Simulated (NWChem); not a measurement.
# C4H4OS; SMILES C=C=C1OCS1

```xyz
10

C      0.1377    -2.8868     0.0000
C     -0.0210    -1.5867     0.0000
C     -0.1394    -0.2844     0.0000
O     -1.2806     0.4778     0.0000
C     -0.6680     1.7534     0.0000
S      1.0325     1.0641     0.0000
H      0.2051    -3.4624    -0.9332
H      0.2051    -3.4624     0.9332
H     -0.9121     2.3305    -0.9062
H     -0.9121     2.3305     0.9062
```
Atoms are numbered in this order, from 1.

Geometry: optimised at PBE0/def2-SVP.

### Question
Give the principal values of the shielding tensors (ppm) of C1, C2, C3, O4, C5 from KT2/pcSseg-1, GIAO (NWChem), with their diamagnetic and paramagnetic parts as GIAO splits them.

### Answer
```tsv
atom	σ11	σ22	σ33	isotropic	diamagnetic	paramagnetic
C1	11.7	72.4	161.3	81.8	266.1	-184.4
C2	-78.1	-29.1	33.0	-24.7	249.7	-274.4
C3	-6.2	33.8	104.0	43.9	263.9	-220.0
O4	93.4	203.2	247.4	181.3	397.7	-216.4
C5	74.9	106.1	149.9	110.3	248.3	-138.0
```
